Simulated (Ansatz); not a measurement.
Basis-set extrapolation for CH8BNOSi, SMILES `B[Si](C)(N)O` (PBE0-D4/def2-TZVP geometry, frozen core, the Gaussian-basis code of Ansatz). Multiplicity 1, RHF reference.

```tsv
	def2-TZVPP	def2-QZVPP
HF	-485.616055	-485.635126
MP2 correlation	-0.853485	-0.916076
CCSD(T) correlation	-0.934560	not run
```

Energies in hartree. Use E(X) = E(∞) + A·exp(−7.88·√X) for Hartree–Fock and E(X) = E(∞) + B·X^(−2.97) for correlation, with X = 3 and 4, and add CCSD(T) minus MP2 of the smaller set to the MP2 limit.

Problem. What is the CCSD(T) energy at the basis-set limit?

Solution. HF limit: -485.635126 + (-0.019071) × 0.13774 = -485.63775. MP2 limit: -0.916076 + (-0.062591) × 0.74074 = -0.96244. Higher-order term: -0.934560 − (-0.853485) = -0.08107. Total: -486.68126 hartree, 82.0 kcal/mol below CCSD(T)/def2-TZVPP.
